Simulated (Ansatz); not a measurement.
The same path of C$_{2}$H$_{6}$GeO$_{2}$ (11 atoms, charge 0, multiplicity 1) was run twice with different band settings. Lost on the way: O5–H11. Made: O4–H11.

All numbers below come from RKS PBE/def2-SVP (Ansatz 0.2.0).

Relaxed end points:

```xyz
11
Properties=species:S:1:pos:R:3
C -1.082 0.255 1.297
Ge 0.708 -0.188 0.620
C 0.724 -0.305 -1.389
O 1.549 -0.902 -2.050
O -0.300 0.399 -1.944
H -1.443 1.184 0.816
H -1.791 -0.562 1.062
H -1.058 0.401 2.394
H 1.215 -1.556 1.142
H 1.738 0.913 0.993
H -0.194 0.304 -2.921
```

```xyz
11
Properties=species:S:1:pos:R:3
C -1.083 0.235 1.426
Ge 0.633 -0.164 0.568
C 0.314 0.036 -1.408
O 1.185 -0.674 -2.168
O -0.558 0.740 -1.880
H -1.512 1.138 0.951
H -1.787 -0.607 1.283
H -0.954 0.416 2.511
H 1.162 -1.585 0.895
H 1.716 0.883 0.949
H 0.948 -0.477 -3.107
```

Common settings: climbing image yes; spring 5.0 eV/Å²; optimiser quadratic models (default); start path through a guess of the saddle point; force threshold 0.03 eV/Å; iteration limit 60; end points relaxed.

| run | movable images |
| --- | --- |
| 1 | 5 |
| 2 | 1 |

Question: What does each run give, and how far can it be trusted?

Answer: Run 1: converged after 16 iterations, highest image 1.173 eV above the first end. A vibrational analysis at the climbing image gives one clearly imaginary mode, 1669i cm⁻¹: a first-order saddle point.
Run 2: converged after 15 iterations, highest image 1.174 eV above the first end. Another band between the same ends (5 images) ends at a top of the same energy, where a vibrational analysis finds 1 clearly imaginary mode. So few images can step over the top or miss a turn of the path.
The orbitals stay closed-shell, which can raise the energy where a bond breaks towards radicals; this wasn't checked here.
